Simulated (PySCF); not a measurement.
## Relaxation of singlet ZrCl₄

Method: PBE in PySCF with Zr def2-TZVP with ECP28, Cl def2-TZVP; scalar-relativistic core potentials, no spin–orbit coupling; density-fitted integrals. A (50,194) grid was used.

A hand-made tetrahedral start, of Td symmetry, held to at least that symmetry:

```xyz
5
charge 0 multiplicity 1, angstrom
Zr    0.0000    0.0000    0.0000
Cl   -1.4607   -1.4607    1.4607
Cl    1.4607   -1.4607   -1.4607
Cl   -1.4607    1.4607   -1.4607
Cl    1.4607    1.4607    1.4607
```

Task: What forces act on the atoms at the start (eV/Å)?

Result: 
| atom | Fx | Fy | Fz |
| --- | --- | --- | --- |
| Zr1 | 0.00 | 0.00 | 0.00 |
| Cl2 | 1.36 | 1.36 | -1.36 |
| Cl3 | -1.36 | 1.36 | 1.36 |
| Cl4 | 1.36 | -1.36 | 1.36 |
| Cl5 | -1.36 | -1.36 | -1.36 |

Task: What does it relax to?

Result: It ends at Td with Zr–Cl 2.331 Å (×4); Cl–Zr–Cl 109.5° (×6). A frequency run shows a minimum.

Task: How much energy is released, and in how many steps?

Result: 102.6 kJ/mol in 4 steps.

The relaxation took 16 s on 4 threads of a shared Arm Neoverse V2 host, with 188 basis functions and 5 gradients; the process peaked at 1 GiB. Launch command: `OMP_NUM_THREADS=4 python axn.py task.json out`.
